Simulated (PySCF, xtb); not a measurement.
MgO, SMILES [O]=[Mg].

GFN2-xTB (xtb 6.7.1) at its own geometry gives an orbital gap of 2.13 eV and a dipole moment of 6.22 D.

Coordinates come from a B3LYP-D3(BJ)/def2-TZVPD optimisation.

Problem. What does PBE/def2-TZVPD run with PySCF give? (Estimate from the structure and the level; the computed values follow.)

Solution. gap 0.51 eV (levels -4.82 and -4.32 eV), dipole 7.06 D.
